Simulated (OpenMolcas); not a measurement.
**5s2 5p along the 49-electron sequence**

```
Program             : OpenMolcas 26.06
Method              : CASSCF
Basis               : ANO-RCC-VTZP
Scalar Hamiltonian  : DKH2, point nucleus
Spin-orbit coupling : state interaction with AMFI integrals over the reference wave functions, term energies averaged over their components
```

Active space for each ion: 3 electrons in 4 orbitals (5s 5p).

Computed levels in cm-1 above 2P* 1/2:

```csv
Level,Sb2+,Te3+,I4+,Xe5+
2P* 3/2,5811,8224,11062,13780
weight of 2P* in the lowest level (%),100,100,100,100
```

Measured, with the error of the calculation in %. Measured levels: Sb2+, Te3+ from Moore, Atomic Energy Levels, vol. III, NSRDS-NBS 35 (1971 reprint of NBS Circular 467, 1958); Xe5+ from Saloman, J. Phys. Chem. Ref. Data 33, 765 (2004).

```csv
Level,Sb2+,Te3+,Xe5+
2P* 3/2,6576 (-11.6),9223 (-10.8),15599 (-11.7)
```

The fine-structure level 2P* 3/2 changes by a factor of 2.37 from Sb2+ to Xe5+. Its fourth root runs 8.73, 9.52, 10.26, 10.83, with steps per unit of Z of 0.79, 0.73, 0.58; equal steps would mean a (Z - σ)^4 law with constant σ.

Computed and measured levels are paired by configuration, term and J; levels that our copy of the source lacks, or whose pairing is in doubt (as where it misses far off the trend of its configuration), stay unpaired and out of the deviations. Only configurations of the active space appear.

* marks odd parity.
